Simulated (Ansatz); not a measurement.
# Worked example: the step energy

An elementary step of ZrH$_{3}$Cl$_{3}$O, singlet (ZrHCl₃O ([OH][Zr]([Cl])([Cl])[Cl]) + H₂ → ZrHCl₃ ([Cl][ZrH]([Cl])[Cl]) + H₂O (still joined by a long Zr–O bond); Zr–O, H–H broken or loosened, Zr–H, O–H formed or tightened). “Start” and “end” are the PBE0-D4/def2-TZVP structures reached by relaxing down either side of its saddle point, with the molecules still in contact.

Ansatz 0.2.0; basis: def2-TZVPP and def2-QZVPP; cores frozen in the correlated methods. Core potentials replace the inner electrons of the atoms past krypton.

Energies in eV:

| quantity | end | start |
| --- | --- | --- |
| Hartree–Fock, triple zeta (X = 3) | -40870.99842 | -40871.93987 |
| Hartree–Fock, quadruple zeta (X = 4) | -40872.25221 | -40873.21134 |
| MP2 correlation, X = 3 | -32.08416 | -32.20025 |
| MP2 correlation, X = 4 | -35.64473 | -35.77829 |
| CCSD(T) correlation, X = 3 | -34.87312 | -34.88303 |

**Question.** Work out the step energy at the basis limit: extrapolate Hartree–Fock as E(X) = E∞ + A exp(−7.88 √X) and the MP2 correlation as E(X) = E∞ + B X^−2.97 (the exponents that Neese and Valeev fitted for def2-TZVPP and QZVPP), then add CCSD(T) − MP2 in triple zeta.

**Answer.** Each step is linear, so take the differences first (end − start): Hartree–Fock 0.94145 (X = 3) and 0.95913 (X = 4); MP2 correlation 0.11609 and 0.13356; CCSD(T) correlation 0.00991.
Two points give E∞ = E(4) + w [E(4) − E(3)], with w = 1/(exp(7.88 (2 − √3)) − 1) = 0.1377 for Hartree–Fock and w = 1/((4/3)^2.97 − 1) = 0.7407 for the correlation.
Hartree–Fock: 0.95913 + 0.1377 × 0.01768 = 0.9616 eV.
MP2 correlation: 0.13356 + 0.7407 × 0.01747 = 0.1465 eV.
CCSD(T) − MP2: 0.00991 − 0.11609 = -0.1062 eV.
Sum: 0.9616 + 0.1465 + (-0.1062) = 1.0019 eV, or 23.10 kcal/mol. Plain CCSD(T) in triple zeta gives 0.9514 eV, so the larger basis shifts the result by 0.0505 eV.

No T1 diagnostic of these runs exceeds 0.017.

Labels in which every atom is bracketed show which atoms are joined, not bond orders.

For scale, one of the runs: CCSD(T)/def2-TZVPP, 255 basis functions, launched by `ansatz run in.yaml --threads 8 --pin off --events-out ev --progress --plain --max-ram 19148MiB`. The run took 3.3 min on 8 CPU threads of an Arm Neoverse V1 (shared host), with 6 GiB of host memory at its peak.
